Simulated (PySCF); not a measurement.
Al(Me)(Cl) (CH₃AlCl), SMILES [CH3][Al][Cl], multiplicity 2. Atoms are numbered in the order given.

```xyz
6

Al     0.7154    -0.4492     0.0000
C     -0.4899    -2.0116     0.0000
H     -1.1307    -1.9602    -0.8849
H     -1.1307    -1.9602     0.8849
H      0.0429    -2.9621     0.0000
Cl    -0.2437     1.4583     0.0000
```
Charge 0, spin multiplicity 2.

Geometry: B3LYP-D3(BJ)/def2-TZVP. The spin state was assumed, not searched. The isomer is the one that the SMILES or the coordinates give; other isomers of the formula were not compared.

The numbers are results of PySCF with TDA-PBE/def2-SVPD, not measurements.

Vertical excitations. Isolated molecule, no solvent.

Computed excitation energies, oscillator strengths and character:
| state | energy (eV) | λ (nm) | f | main pairs |
|---|---|---|---|---|
| root 1 | 2.53 | 490 | 0.037 | α HOMO→LUMO 98 % |
| root 2 | 4.19 | 296 | 0.009 | α HOMO→LUMO+1 18 %, β HOMO→LUMO 80 % |
| root 3 | 4.48 | 276 | 0.005 | β HOMO−1→LUMO 99 % |
| root 4 | 4.56 | 272 | 0.016 | α HOMO→LUMO+1 54 %, β HOMO−2→LUMO 36 %, β HOMO→LUMO 7 % |
| root 5 | 4.66 | 266 | 0.066 | α HOMO→LUMO+2 74 %, β HOMO−2→LUMO 13 % |
| root 6 | 4.85 | 256 | 0.115 | α HOMO→LUMO+2 22 %, α HOMO→LUMO+1 18 %, β HOMO−2→LUMO 42 %, β HOMO→LUMO 7 % |
| root 7 | 5.26 | 236 | 0.003 | α HOMO−1→LUMO 85 %, β HOMO→LUMO+1 12 % |
| root 8 | 5.36 | 231 | 0.184 | α HOMO→LUMO+3 94 % |
| root 9 | 5.49 | 226 | 0.024 | α HOMO−2→LUMO 77 %, β HOMO−1→LUMO+1 17 % |
| root 10 | 5.59 | 222 | 0.001 | α HOMO−3→LUMO 70 %, β HOMO→LUMO+1 16 % |
Unrestricted roots are not spin-pure.
